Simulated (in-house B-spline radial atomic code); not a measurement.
PBE excitations of Cl VI (Cl5+)

Method: PBE. Computed with a B-spline radial code for spherical atoms: linear response of the closed shell [Ne] 3s2 with the functional's adiabatic kernel; scalar-relativistic (spin-free one-electron X2C), finite nucleus, no spin-orbit coupling, no double excitations, S, P, D and F terms only.

Command:
```bash
python run_td.py task.json out
```
Settings (radii: box in bohr, nucleus in fm):
```
Z                        17
electrons                12
configuration            [Ne] 3s2
hamiltonian              x2c
method                   pbe,pbe
box_radius               16.35
rms_radius               3.3654
intervals                72
```

Cost of the run: 0.5 s on 1 thread of Arm Neoverse N1 (shared host).

The lowest states, in the order of their Tamm-Dancoff energies; the method's threshold (minus the highest occupied level) is 89.41 eV. Labels give the largest channel, * marks a mixed state, and oscillator strengths are full-response dipole values. Semilocal kernels can invert the small singlet-triplet splittings of Rydberg terms. Energies in eV:

```tsv
state	full response	Tamm-Dancoff	oscillator strength
3s → 3p 3P	11.634	11.965	-
3s → 3p 1P	18.517	19.193	1.25
3s → 3d 3D	32.26	32.41	-
3s → 3d 1D	?	?	-
3s → 4s 3S	49.83	49.84	-
3s → 4s 1S	51.13	51.17	-
3s → 4p 3P	?	?	-
3s → 4p 1P	55.34	55.37	0.151
3s → 4d 3D	61.76	61.78	-
3s → 4d 1D	62.05	62.06	-
```

Q: Where does 3s → 3d 1D lie?

A: At 35.31 eV in full response, 35.32 eV in Tamm-Dancoff.

Q: Where does 3s → 4p 3P lie?

A: At 54.83 eV in full response, 54.84 eV in Tamm-Dancoff.

Q: How large is the singlet-triplet splitting of 3s → 3p (P terms) in Tamm-Dancoff?

A: 7.23 eV, from the unrounded values.

Q: What polarisabilities and dispersion coefficient does the method give?

A: Dipole 2.826 bohr³, quadrupole 3.182 bohr⁵, C6 4.363 hartree·bohr⁶ for two such species.
